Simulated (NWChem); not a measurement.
Everything below was run with NWChem. System: CH3BF2, charge 1, spin multiplicity 2, at the geometry of a parent with another charge or spin, in a state set for the comparison that need not be this species' ground state. Its SCF solution wasn't tested for a lower state.

Input file:

```
start mol
memory heap 200 mb stack 900 mb global 1100 mb
charge 1
geometry units angstroms nocenter noautoz noautosym
  B      0.033671    -0.037175     0.062242
  F      1.329989    -0.284546    -0.034826
  F     -0.569647    -0.540247     1.125940
  C     -0.721401     0.780774    -1.027422
  H     -1.745137     1.044107    -0.731422
  H     -0.771733     0.183631    -1.953620
  H     -0.166155     1.696626    -1.281652
end
basis spherical
  * library 6-311++g**
end
dft
  xc xpbe96 cpbe96
  odft
  mult 2
  semidirect memsize 60000000 filesize 0
  iterations 100
end
task dft energy
```

The output up to the point where the run's verdict is printed (cleaned and shortened):

```
             Northwest Computational Chemistry Package (NWChem) 7.3.0
             --------------------------------------------------------

                                NWChem Input Module
                                -------------------

 Scaling coordinates for geometry "geometry" by  1.889725989
 (inverse scale =  0.529177249)

                             Geometry "geometry" -> ""
                             -------------------------

 Output coordinates in angstroms (scale by  1.889725989 to convert to a.u.)

  No.       Tag          Charge          X              Y              Z
 ---- ---------------- ---------- -------------- -------------- --------------
    1 B                    5.0000     0.03367100    -0.03717500     0.06224200
    2 F                    9.0000     1.32998900    -0.28454600    -0.03482600
    3 F                    9.0000    -0.56964700    -0.54024700     1.12594000
    4 C                    6.0000    -0.72140100     0.78077400    -1.02742200
    5 H                    1.0000    -1.74513700     1.04410700    -0.73142200
    6 H                    1.0000    -0.77173300     0.18363100    -1.95362000
    7 H                    1.0000    -0.16615500     1.69662600    -1.28165200

 Effective nuclear repulsion energy (a.u.)     110.5778815589

            Nuclear Dipole moment (a.u.)
            ----------------------------
        X                 Y               Z
 ---------------- ---------------- ----------------
     0.0000037795    -0.0000075589     0.0000188973


 Summary of "ao basis" -> "" (spherical)
 ------------------------------------------------------------------------------
       Tag                 Description            Shells   Functions and Types
 ---------------- ------------------------------  ------  ---------------------
 *                         6-311++g**                 on all atoms

  pbe96 is a nonlocal functional; adding pw91lda local functional.

                                 NWChem DFT Module
                                 -----------------

 Summary of "ao basis" -> "ao basis" (spherical)
 ------------------------------------------------------------------------------
[...]
 d= 0,ls=0.5,diis    75   -263.9065498164 -6.58D-04  1.83D-04  1.12D-04    88.4
                                                     1.64D-04  3.29D-04
 d= 0,ls=0.5,diis    76   -263.9070431460 -4.93D-04  5.48D-05  3.51D-04    89.8
                                                     1.44D-04  5.89D-04
 d= 0,ls=0.5,diis    77   -263.9076664763 -6.23D-04  2.02D-05  4.64D-05    91.6
                                                     1.36D-04  3.29D-04
 d= 0,ls=0.5,diis    78   -263.9081774306 -5.11D-04  3.56D-04  3.50D-05    93.0
                                                     2.14D-04  2.87D-04
 d= 0,ls=0.5,diis    79   -263.9073513609  8.26D-04  8.61D-05  3.95D-03    94.1
                                                     1.12D-04  3.24D-03
 d= 0,ls=0.5,diis    80   -263.9074570403 -1.06D-04  4.15D-05  4.30D-03    95.3
                                                     9.99D-05  3.75D-03
 d= 0,ls=0.5,diis    81   -263.9080215499 -5.65D-04  2.57D-05  3.42D-03    96.4
                                                     9.36D-05  3.16D-03
 d= 0,ls=0.5,diis    82   -263.9084381379 -4.17D-04  3.69D-05  3.07D-03    97.5
                                                     9.61D-05  2.87D-03
 d= 0,ls=0.5,diis    83   -263.9090712816 -6.33D-04  1.97D-05  2.04D-03    98.6
                                                     8.85D-05  2.03D-03
 d= 0,ls=0.5,diis    84   -263.9094339130 -3.63D-04  2.48D-05  1.78D-03    99.8
                                                     8.43D-05  1.77D-03
 d= 0,ls=0.5,diis    85   -263.9097482492 -3.14D-04  2.24D-05  1.57D-03   101.1
                                                     7.73D-05  1.58D-03
 d= 0,ls=0.5,diis    86   -263.9099713015 -2.23D-04  5.47D-05  1.54D-03   102.9
                                                     7.22D-05  1.55D-03
 d= 0,ls=0.5,diis    87   -263.9099196649  5.16D-05  2.03D-05  2.22D-03   104.6
                                                     6.88D-05  2.07D-03
 d= 0,ls=0.5,diis    88   -263.9102610852 -3.41D-04  9.81D-05  1.65D-03   106.3
                                                     9.97D-05  1.63D-03
 d= 0,ls=0.5,diis    89   -263.9109062499 -6.45D-04  3.38D-05  2.87D-04   107.4
                                                     6.65D-05  4.39D-04
 d= 0,ls=0.5,diis    90   -263.9110163886 -1.10D-04  5.26D-05  4.25D-04   108.8
                                                     6.11D-05  5.26D-04
 d= 0,ls=0.5,diis    91   -263.9110245355 -8.15D-06  2.23D-05  7.50D-04   110.4
                                                     5.20D-05  7.75D-04
 d= 0,ls=0.5,diis    92   -263.9111104854 -8.59D-05  1.77D-05  7.79D-04   111.9
                                                     5.59D-05  7.99D-04
 d= 0,ls=0.5,diis    93   -263.9113204095 -2.10D-04  4.77D-05  4.37D-04   113.2
                                                     4.84D-05  4.96D-04
 d= 0,ls=0.5,diis    94   -263.9112645505  5.59D-05  3.46D-05  8.50D-04   114.7
                                                     4.18D-05  8.17D-04
 d= 0,ls=0.5,diis    95   -263.9112134325  5.11D-05  2.24D-05  1.17D-03   116.1
                                                     3.53D-05  1.09D-03
 d= 0,ls=0.5,diis    96   -263.9112039352  9.50D-06  1.05D-05  1.33D-03   117.3
                                                     3.22D-05  1.22D-03
 d= 0,ls=0.5,diis    97   -263.9112799923 -7.61D-05  5.14D-06  1.22D-03   118.4
                                                     2.94D-05  1.14D-03
 d= 0,ls=0.5,diis    98   -263.9113374159 -5.74D-05  1.35D-05  1.16D-03   119.6
                                                     3.02D-05  1.10D-03
 d= 0,ls=0.5,diis    99   -263.9114499299 -1.13D-04  9.80D-06  9.35D-04   120.7
                                                     3.15D-05  9.11D-04
 d= 0,ls=0.5,diis   100   -263.9115663504 -1.16D-04  1.40D-05  7.11D-04   121.9
                                                     3.42D-05  7.04D-04
```

The run did not converge; its last values are not results. The next line reads: Calculation failed to converge. NWChem stopped with the message: dft energy failed.
